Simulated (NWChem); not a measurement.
Species: CH2AlNO3; SMILES O=C=[N][Al]([OH])[OH]

```xyz
8

Al    -0.1565     0.9065     0.0000
N      0.1032    -0.8527     0.0000
C      0.2274    -2.0581     0.0000
O      0.3592    -3.2335     0.0000
O     -1.7691     1.4610     0.0000
H     -1.9732     2.4091     0.0000
O      1.1412     2.0177     0.0000
H      2.0698     1.7394     0.0000
```
Atoms are numbered in this order, from 1.

All runs: NWChem. Pople sets run with spherical d functions. The geometry was optimised at PBE-D3(BJ)/def2-SVP. Atomic charges in e: unrestrained fits to the electrostatic potential beside Mulliken populations; buried atoms are poorly determined by the fit.

Problem. Estimate the computed values for Hartree-Fock/6-31G*. Quantities: ESP Al1; Mulliken Al1; ESP N2; Mulliken N2; ESP C3; Mulliken C3; ESP O4; Mulliken O4; ESP O5; Mulliken O5; relative RMS misfit of the potential (%).

Solution. 
| Quantity | Result |
|---|---|
| ESP Al1 | 1.49 |
| Mulliken Al1 | 1.37 |
| ESP N2 | -0.90 |
| Mulliken N2 | -0.71 |
| ESP C3 | 0.88 |
| Mulliken C3 | 0.79 |
| ESP O4 | -0.50 |
| Mulliken O4 | -0.51 |
| ESP O5 | -0.91 |
| Mulliken O5 | -0.94 |
| relative RMS misfit of the potential (%) | 14 |
